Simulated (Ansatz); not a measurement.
`C[N](C)[GaH][Br]` and `C[N](C)[Mg][NH2]` differ in one atom or group.

Ansatz, PBE0-D4/def2-TZVP geometries, multiplicity 1. Each molecule was computed in one conformer, which needn't be the lowest.

Scalar relativity is left out up to krypton. Spin–orbit coupling is left out; it splits and shifts lone-pair levels of the heavy atoms by tenths of an eV.

| property | `C[N](C)[GaH][Br]` |
| --- | --- |
| HOMO–LUMO gap (ωB97M-V/def2-TZVPP) / eV | 9.69 |
| size of the dipole moment (PBE/def2-TZVPP) / D | 2.47 |
| HOMO energy (ωB97M-V/def2-TZVPP) / eV | -8.89 |
| LUMO energy (B3LYP/def2-TZVPP) / eV | -1.11 |
| HOMO–LUMO gap (B3LYP/def2-TZVPP) / eV | 5.33 |
| HOMO energy (PBE0/def2-TZVPP) / eV | -6.63 |

(1) What does the change do to each property? (Estimate.)

Answers

(1) Computed: 
```json
{"property": "HOMO–LUMO gap (ωB97M-V/def2-TZVPP) / eV", "`C[N](C)[Mg][NH2]`": "8.08", "shift": "-1.61"}
{"property": "size of the dipole moment (PBE/def2-TZVPP) / D", "`C[N](C)[Mg][NH2]`": "0.64", "shift": "-1.83"}
{"property": "HOMO energy (ωB97M-V/def2-TZVPP) / eV", "`C[N](C)[Mg][NH2]`": "-7.66", "shift": "1.23"}
{"property": "LUMO energy (B3LYP/def2-TZVPP) / eV", "`C[N](C)[Mg][NH2]`": "-1.11", "shift": "0.00"}
{"property": "HOMO–LUMO gap (B3LYP/def2-TZVPP) / eV", "`C[N](C)[Mg][NH2]`": "4.07", "shift": "-1.26"}
{"property": "HOMO energy (PBE0/def2-TZVPP) / eV", "`C[N](C)[Mg][NH2]`": "-5.36", "shift": "1.27"}
```

Dipoles are sizes alone; their direction can turn.

B3LYP here is the variant with VWN-RPA as its local correlation; programs differ in this.
